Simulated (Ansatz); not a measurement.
Ansatz results at the PBE0-D4/def2-TZVP geometry: LUMO energy (PBE0/def2-TZVPP) -2.15 eV; HOMO energy (B3LYP/def2-TZVPP) -7.36 eV; LUMO energy (B3LYP/def2-TZVPP) -2.32 eV.

Q: Which molecule gave them?
A. `FBC1(F)C=N1`
B. `ClB1CO[SiH2]1`
C. `FC1=N[SiH2]S1`
D. `[CH3][GeH]1[CH]=[N]1`

A: B. The others give `FC1=N[SiH2]S1`: -0.80, -7.58, -1.01; `[CH3][GeH]1[CH]=[N]1`: -0.43, -5.89, -0.69; `FBC1(F)C=N1`: -1.76, -8.21, -2.02.

B3LYP here is the variant with VWN-RPA as its local correlation; programs differ in this.
